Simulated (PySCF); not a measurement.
Electron correlation in Tl²⁺ (thallium, charge +2)

[Xe] 4f14 5d9 6s1 6p1, one real determinant (an excited configuration). All numbers are calculated (PySCF 2.14, scalar relativity by spin-free X2C-1e, in aug-cc-pwCVTZ-DK3 (11s10p8d5f1g, 125 functions)). Frozen: [Kr] 4d10 4f14; 19 electrons correlated.

MP2 pair energies summed by pair of shells (mhartree):

```
 pair   energy  share (%)
5d-5d  -228.51       44.4
5p-5d  -127.66       24.8
5d-6s   -42.29        8.2
5p-5p   -35.98        7.0
5d-6p   -24.53        4.8
5s-5d   -20.30        3.9
5s-5p   -17.48        3.4
5p-6s    -7.72        1.5
5p-6p    -4.14        0.8
5s-5s    -2.96        0.6
6s-6p    -1.99        0.4
5s-6s    -0.73        0.1
5s-6p    -0.42        0.1
```

Total MP2 correlation energy: -514.71 mhartree.

Same-spin part -179.86 and opposite-spin part -334.86 mhartree; SCS-MP2 scales them by 1/3 and 6/5 to -461.78 mhartree.

The reference is one real determinant that mixes LS terms of this configuration.
